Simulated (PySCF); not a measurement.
Ionisation energy of Kr⁺ by level of theory

Kr⁺ [Ar] 3d10 4s2 4p5 (2P) → Kr²⁺ [Ar] 3d10 4s2 4p4 (3P), as a difference of total energies. Calculation: PySCF 2.14, in aug-cc-pwCVDZ-PP with ECP10MDF (6s5p4d1f, 48 functions); a scalar-relativistic core potential. Correlated levels: valence: 3s2 3p6 3d10 frozen; valence and next inner shell: nothing frozen outside the core potential. The calculations carry no spin-orbit coupling.

```csv
method,ionisation energy (eV),difference from reference (eV)
UHF,23.242,-1.118
LDA,24.555,+0.195
PBE,24.259,-0.101
PBE0,24.308,-0.052
r2SCAN,24.405,+0.045
M06-2X,24.100,-0.260
M06,24.143,-0.217
wB97X-V,24.382,+0.022
PBEsol,24.261,-0.099
MP2 (valence),23.878,-0.482
SCS-MP2 (valence),23.855,-0.505
MP2 (valence and next inner shell),23.968,-0.392
SCS-MP2 (valence and next inner shell),23.914,-0.446
```

Reference: 24.360 eV (measured; NIST Atomic Spectra Database, ionization energies).

The reference lies between the lowest fine-structure levels, while these numbers refer to the centres of the terms.

Errors of the correlated levels include the incompleteness of this basis and the frozen core.
